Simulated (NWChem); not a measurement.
## Correlation energy of trisilane (H8Si3)

```
Si
H 1 1.4957
H 1 1.4957 2 107.87
Si 1 2.3589 2 109.28 3 -118.69
H 4 1.4930 1 110.81 2 58.64
H 4 1.4932 5 108.71 1 -121.02
H 4 1.4932 5 108.70 6 -117.95
Si 1 2.3589 2 109.27 3 118.69
H 8 1.4930 1 110.81 2 -59.17
H 8 1.4932 9 108.71 1 -121.02
H 8 1.4932 9 108.70 10 -117.95
```
Charge 0, spin multiplicity 1.

All runs are NWChem calculations. All single points use one geometry, from B3LYP/def2-SVP, a minimum by its harmonic frequencies.

Basis set: 6-31G*. Each correlation energy counts from its own Hartree-Fock reference.

```csv
method,correlation energy (mHa),difference from CCSD(T)
CCSD,-299.5,+8.2
CCSD(T),-307.6,0.0
CR-CCSD(T),-305.9,+1.7
MP2,-238.1,+69.6
SCS-MP2,-253.3,+54.3
CR-CCSD[T],-306.2,+1.5
CCSD+T(CCSD),-307.9,-0.3
```

The values span 69.9 mHa, from CCSD+T(CCSD) (lowest) to MP2 (highest). 

The correlated methods keep 15 core orbitals frozen. The Pople sets run with spherical d functions. No row is a measurement; the coupled-cluster row has its own basis-set and correlation limits.
